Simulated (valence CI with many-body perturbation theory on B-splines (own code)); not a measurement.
Sc¹⁵⁺: electric-dipole lines

Computed by valence CI with perturbative core correlation (CI+MBPT): four valence electrons over a frozen Dirac-Fock core [He], radial functions for each j: 11 s, 11 p, 9 d, 7 f, 5 g, 2 h, 1 i, with the one-electron correlation potential Σ1 (screened to all orders), the two-electron term Σ2, the three-electron term Σ3, Breit, model QED; selected single and double excitations, second order for the rest (own B-spline code, finite nucleus).

No measured spectrum was set against this ion. As an estimate, levels of excited configurations hold to 0.05 to 0.15 % of their energy, terms of the ground configuration to about 0.5 %.

Lines 51 to 100 of 227 in falling wavelength, among levels below 656.15 eV, chosen from the strongest by gf and those to the six lowest levels. Wavelengths and rates use the calculated energies, so an error of 400 cm⁻¹ moves a line at 584.6 Å by 0.23 % and its rate by three times that or more. Electric multipoles are in the length gauge, E1 and E2 with the static RPA response of the core. Weak lines are less certain than strong ones. Lines between different terms over intervals too small for the method are left out, as are lines whose strength nearly cancels. The highest levels of a list are the least certain.

Names give the largest LS component (configuration and term), which can be under half, so a name can repeat, a term be missing and a line seem to break the LS rules; names also repeat where a configuration has a term twice. Letters in brackets count levels of one name in rising energy.

| λ vac (Å) | Upper | Lower | A (s⁻¹) | S (a.u.) with core polarisation | S without |
| --- | --- | --- | --- | --- | --- |
| 584.6 | 2s2.2p.3p 3P_2 | 2s2.2p.3s 3P°_2 | 1.33e+09 | 6.57e-01 | 6.57e-01 |
| 582.4 | 2s2.2p.3d 1F°_3 | 2s2.2p.3p 1D_2 | 1.35e+09 | 9.23e-01 | 9.23e-01 |
| 574.0 | 2s.2p2.3d 5P_2 | 2s.2p2.3p 5P°_3 | 4.12e+08 | 1.92e-01 | 1.92e-01 |
| 571.8 | 2s2.2p.3d 3P°_2 | 2s2.2p.3p 3S_1 | 4.92e+08 | 2.27e-01 | 2.27e-01 |
| 565.4 | 2s2.2p.3d 3P°_1 | 2s2.2p.3p 3S_1 | 1.01e+09 | 2.70e-01 | 2.70e-01 |
| 551.9 | 2s2.2p.3d 3D°_3 | 2s2.2p.3p 3D_3 | 4.56e+08 | 2.65e-01 | 2.65e-01 |
| 551.7 | 2s.2p2.3p 5P°_2 | 2s.2p2.3s 5P_1 | 5.64e+08 | 2.34e-01 | 2.34e-01 |
| 517.3 | 2s2.2p.3p 1D_2 | 2s2.2p.3s 1P°_1 | 2.31e+09 | 7.88e-01 | 7.88e-01 |
| 500.1 | 2s.2p2.3p 5S°_2 | 2s.2p2.3s 5P_3 | 1.86e+09 | 5.73e-01 | 5.74e-01 |
| 491.4 | 2s.2p2.3d 3P_2 | 2s.2p2.3p 3S°_1 | 6.78e+08 | 1.99e-01 | 1.99e-01 |
| 453.6 | 2s.2p2.3p 5S°_2 | 2s.2p2.3s 5P_2 | 9.57e+08 | 2.20e-01 | 2.20e-01 |
| 411.1 | 2s2.2p.3p 1S_0 | 2s2.2p.3s 1P°_1 | 5.00e+09 | 1.71e-01 | 1.71e-01 |
| 315.4 | 2s.2p2.3p 3D°_3 | 2s2.2p.3p 3P_2 | 1.09e+09 | 1.18e-01 | 1.18e-01 |
| 246.7 | 2p4 3P_2 | 2s.2p3 3S°_1 | 4.60e+09 | 1.70e-01 | 1.71e-01 |
| 244.9 | 2p4 1D_2 | 2s.2p3 1P°_1 | 2.74e+09 | 9.92e-02 | 9.97e-02 |
| 238.9 | 2s.2p3 3D°_3 | 2s2.2p2 1D_2 | 2.06e+08 | 9.72e-03 | 9.77e-03 |
| 227.9 | 2p4 3P_1 | 2s.2p3 3S°_1 | 6.70e+09 | 1.17e-01 | 1.18e-01 |
| 204.0 | 2s.2p2.3s 3D_3 | 2s2.2p.3s 3P°_2 | 6.02e+09 | 1.76e-01 | 1.77e-01 |
| 203.4 | 2s.2p3 3D°_2 | 2s2.2p2 3P_2 | 1.61e+08 | 3.34e-03 | 3.36e-03 |
| 201.3 | 2s.2p2.3p 3F°_4 | 2s2.2p.3p 3D_3 | 3.22e+09 | 1.17e-01 | 1.17e-01 |
| 201.2 | 2s.2p3 3D°_3 | 2s2.2p2 3P_2 | 4.44e+09 | 1.25e-01 | 1.25e-01 |
| 200.1 | 2p4 1D_2 | 2s.2p3 1D°_2 | 2.12e+10 | 4.20e-01 | 4.22e-01 |
| 197.2 | 2s.2p3 3P°_1 | 2s2.2p2 1D_2 | 1.35e+08 | 1.53e-03 | 1.54e-03 |
| 194.6 | 2s.2p3 3D°_2 | 2s2.2p2 3P_1 | 5.32e+09 | 9.67e-02 | 9.72e-02 |
| 194.2 | 2s.2p3 3D°_1 | 2s2.2p2 3P_1 | 1.23e+09 | 1.34e-02 | 1.34e-02 |
| 191.5 | 2s.2p2.3p 3F°_3 | 2s2.2p.3p 3D_2 | 3.57e+09 | 8.67e-02 | 8.71e-02 |
| 189.5 | 2s.2p2.3s 3D_2 | 2s2.2p.3s 3P°_1 | 5.30e+09 | 8.90e-02 | 8.94e-02 |
| 189.0 | 2s.2p2.3p 1D°_2 | 2s2.2p.3p 1P_1 | 4.12e+09 | 6.87e-02 | 6.90e-02 |
| 185.9 | 2s.2p3 3D°_1 | 2s2.2p2 3P_0 | 4.89e+09 | 4.66e-02 | 4.68e-02 |
| 185.3 | 2s.2p2.3p 3F°_2 | 2s2.2p.3p 3D_1 | 5.61e+09 | 8.80e-02 | 8.84e-02 |
| 177.3 | 2s.2p3 3S°_1 | 2s2.2p2 1S_0 | 1.54e+08 | 1.27e-03 | 1.28e-03 |
| 174.1 | 2p4 1S_0 | 2s.2p3 1P°_1 | 5.00e+10 | 1.30e-01 | 1.31e-01 |
| 170.8 | 2s.2p3 3P°_1 | 2s2.2p2 3P_2 | 3.19e+09 | 2.36e-02 | 2.37e-02 |
| 170.4 | 2p4 3P_1 | 2s.2p3 3P°_2 | 7.75e+09 | 5.68e-02 | 5.70e-02 |
| 169.6 | 2s.2p3 3P°_2 | 2s2.2p2 3P_2 | 1.10e+10 | 1.33e-01 | 1.33e-01 |
| 165.1 | 2s.2p3 3P°_0 | 2s2.2p2 3P_1 | 1.33e+10 | 2.95e-02 | 2.96e-02 |
| 164.6 | 2s.2p3 3P°_1 | 2s2.2p2 3P_1 | 6.46e+09 | 4.26e-02 | 4.28e-02 |
| 163.5 | 2s.2p3 3P°_2 | 2s2.2p2 3P_1 | 1.13e+09 | 1.21e-02 | 1.22e-02 |
| 158.6 | 2s.2p3 3P°_1 | 2s2.2p2 3P_0 | 3.41e+09 | 2.02e-02 | 2.03e-02 |
| 154.9 | 2s.2p2.3s 3S_1 | 2s2.2p.3s 3P°_1 | 1.65e+10 | 9.08e-02 | 9.12e-02 |
| 154.8 | 2p4 3P_2 | 2s.2p3 3D°_3 | 2.20e+10 | 2.02e-01 | 2.02e-01 |
| 153.5 | 2s.2p2.3s 3S_1 | 2s2.2p.3s 3P°_0 | 8.77e+09 | 4.70e-02 | 4.72e-02 |
| 153.5 | 2p4 3P_2 | 2s.2p3 3D°_2 | 7.36e+09 | 6.57e-02 | 6.60e-02 |
| 152.0 | 2s.2p2.3s 3P_0 [b] | 2s2.2p.3s 3P°_1 | 2.75e+10 | 4.77e-02 | 4.79e-02 |
| 151.8 | 2s.2p3 1P°_1 | 2s2.2p2 1S_0 | 1.16e+10 | 6.03e-02 | 6.06e-02 |
| 150.9 | 2s.2p3 1D°_2 | 2s2.2p2 1D_2 | 3.37e+10 | 2.86e-01 | 2.87e-01 |
| 146.0 | 2p4 3P_1 | 2s.2p3 3D°_2 | 1.72e+10 | 7.94e-02 | 7.97e-02 |
| 135.6 | 2s.2p3 3S°_1 | 2s2.2p2 3P_2 | 4.03e+10 | 1.49e-01 | 1.49e-01 |
| 134.9 | 2s.2p3 1D°_2 | 2s2.2p2 3P_2 | 1.91e+09 | 1.16e-02 | 1.16e-02 |
| 132.6 | 2s.2p3 1P°_1 | 2s2.2p2 1D_2 | 4.38e+10 | 1.51e-01 | 1.52e-01 |
